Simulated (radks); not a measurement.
All-electron atom: the neon ion Ne+ in [He] 2s2 2p5.

Calculated with a radial shooting solver on a logarithmic mesh with Libxc functionals: non-relativistic Kohn-Sham, SCAN, spin-unpolarised, spherical densities, point nucleus; meta-GGA in the generalised Kohn-Sham scheme.

Energy parts (hartree):
total: -128.10059
kinetic: 127.83315
electron-nucleus: -302.92296
Hartree: 58.87074
exchange-correlation: -11.88152

Orbitals (lengths in bohr, moments of r in powers of bohr; r(90%) holds 90 % of the orbital's charge):
\begin{tabular}{lrrrr}
orbital & occ. & eigenvalue (hartree) & r(90%) & <r^4> \\ \hline
1s & 2 & -31.58645 & 0.283 & 0.002970 \\
2s & 2 & -2.12238 & 1.38 & 1.550 \\
2p & 5 & -1.21377 & 1.51 & 2.374 \\
\end{tabular}

The highest occupied level is 2p at -33.028 eV. Virial ratio -V/T = 2.00209. For comparison, the ionisation energy in NIST's Atomic Spectra Database is 40.963 eV (measured). In exact Kohn-Sham theory the highest level is minus the ionisation energy, but local and semilocal functionals leave it too shallow, through self-interaction and a potential that decays too fast; potentials with the right tail come closer.

Beside tabulated values, note that spin-unpolarised runs miss the spin-polarisation part of the exchange energy of open shells.
